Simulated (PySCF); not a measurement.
Optical rotation: `C[C@@H]1C[C@@H](O)[C@@H]1CO`, C6H12O2

Molfile (atoms numbered from 1):
```
C6H12O2
     RDKit          3D

 20 20  0  0  0  0  0  0  0  0999 V2000
   -1.4490   -1.5107    0.0743 C   0  0  0  0  0  0  0  0  0  0  0  0
   -0.7762   -0.3496    0.7857 C   0  0  2  0  0  0  0  0  0  0  0  0
   -1.2918    1.0324    0.3372 C   0  0  0  0  0  0  0  0  0  0  0  0
    0.0440    1.2904   -0.3887 C   0  0  1  0  0  0  0  0  0  0  0  0
    0.6801    2.5155   -0.1759 O   0  0  0  0  0  0  0  0  0  0  0  0
    0.6422    0.0376    0.2950 C   0  0  2  0  0  0  0  0  0  0  0  0
    1.4267   -0.9219   -0.5919 C   0  0  0  0  0  0  0  0  0  0  0  0
    2.5100   -0.2925   -1.2326 O   0  0  0  0  0  0  0  0  0  0  0  0
   -1.4685   -1.3487   -0.9998 H   0  0  0  0  0  0  0  0  0  0  0  0
   -2.4754   -1.6051    0.4233 H   0  0  0  0  0  0  0  0  0  0  0  0
   -0.9302   -2.4440    0.2799 H   0  0  0  0  0  0  0  0  0  0  0  0
   -0.8269   -0.5190    1.8640 H   0  0  0  0  0  0  0  0  0  0  0  0
   -1.4523    1.7255    1.1621 H   0  0  0  0  0  0  0  0  0  0  0  0
   -2.1792    1.0221   -0.2907 H   0  0  0  0  0  0  0  0  0  0  0  0
   -0.0185    1.1816   -1.4722 H   0  0  0  0  0  0  0  0  0  0  0  0
    0.7225    2.6849    0.7728 H   0  0  0  0  0  0  0  0  0  0  0  0
    1.2784    0.3336    1.1371 H   0  0  0  0  0  0  0  0  0  0  0  0
    1.7803   -1.7736    0.0117 H   0  0  0  0  0  0  0  0  0  0  0  0
    0.8028   -1.3074   -1.3997 H   0  0  0  0  0  0  0  0  0  0  0  0
    2.9759    0.2595   -0.5948 H   0  0  0  0  0  0  0  0  0  0  0  0
  1  2  1  0
  2  3  1  0
  3  4  1  0
  4  5  1  0
  4  6  1  0
  6  7  1  0
  7  8  1  0
  6  2  1  0
  1  9  1  0
  1 10  1  0
  1 11  1  0
  2 12  1  1
  3 13  1  0
  3 14  1  0
  4 15  1  6
  5 16  1  0
  6 17  1  1
  7 18  1  0
  7 19  1  0
  8 20  1  0
M  END
```

Computed with PySCF 2.14.0, TDDFT B3LYP/def2-SVPD circular dichroism and optical rotation, one conformer, gas phase. Geometry: GFN2-xTB.

The molecule is flexible and this is one conformer; a measurement averages over conformers. States above about 7.2 eV (minus the energy of the highest occupied orbital) lie near or above the ionisation threshold and depend on the basis.

Stereocentres: C2 R, C4 R, C6 S.

Q: What is the specific rotation at 633, 589.3, 546, 436, 405, 365, 355 nm?

A: [α] in deg dm⁻¹ (g/mL)⁻¹:
```tsv
λ (nm)	origin-invariant length gauge	modified velocity gauge	length gauge (centre of mass)	isotropic polarisability (au)
633	+6.5	+2.8	+7.9	80.9
589.3	+7.2	+3.0	+8.8	81.1
546	+8.0	+3.1	+9.9	81.4
436	+9.6	+2.5	+12.8	82.7
405	+9.4	+1.5	+13.2	83.2
365	+7.6	-1.2	+12.6	84.2
355	+6.6	-2.4	+12.0	84.5
```

Where the gauges differ in sign the basis doesn't settle the rotation.

Q: And for the mirror image at 589.3 nm?

A: -7.2 deg dm⁻¹ (g/mL)⁻¹ (origin-invariant length gauge): the same size and the opposite sign.

Q: What is the molar rotation [Φ] = [α]·M/100 of the geometry above at 589.3 nm?

A: With M = 116.16 g/mol, +8.4 deg cm² dmol⁻¹ (origin-invariant length gauge).

The first excitation lies at 6.29 eV (197 nm) with R = +6.8 × 10⁻⁴⁰ esu² cm² (velocity form).
